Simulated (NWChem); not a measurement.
System: CH₄AlClO; SMILES [CH3][Al]([OH])[Cl]

```xyz
8

Al    -0.0663    -0.4075     0.0001
Cl     0.1130     1.7137     0.0000
C      1.5016    -1.5586     0.0000
H      1.2111    -2.6145     0.0039
H      2.1293    -1.3723     0.8793
H      2.1249    -1.3778    -0.8837
O     -1.6387    -1.0755     0.0000
H     -2.4250    -0.5150    -0.0002
```
Atoms are numbered in this order, from 1.

All runs: NWChem. Geometry: optimised at B3LYP/6-31G* (spherical d). Total energies compare along this basis series because the functional is fixed.

```json
[
 {"level": "Hartree-Fock/pcseg-1", "basis functions": "84", "energy (Ha)": "-816.5362", "highest occupied level (eV)": "-12.02", "orbital gap (eV)": "14.17", "dipole (D)": "0.84", "relative time": "4"},
 {"level": "Hartree-Fock/aug-pcseg-1", "basis functions": "136", "energy (Ha)": "-816.5516", "highest occupied level (eV)": "-11.95", "orbital gap (eV)": "12.57", "dipole (D)": "0.76", "relative time": "20"},
 {"level": "Hartree-Fock/pcseg-2", "basis functions": "184", "energy (Ha)": "-816.6895", "highest occupied level (eV)": "-11.92", "orbital gap (eV)": "13.97", "dipole (D)": "0.77", "relative time": "20"},
 {"level": "Hartree-Fock/STO-3G", "basis functions": "32", "energy (Ha)": "-807.3221", "highest occupied level (eV)": "-9.41", "orbital gap (eV)": "17.95", "dipole (D)": "2.08", "relative time": "1"},
 {"level": "Hartree-Fock/def2-SVP", "basis functions": "84", "energy (Ha)": "-816.3128", "highest occupied level (eV)": "-11.83", "orbital gap (eV)": "14.51", "dipole (D)": "0.58", "relative time": "3"}
]
```

Relative times are rough (shared machine, one core).
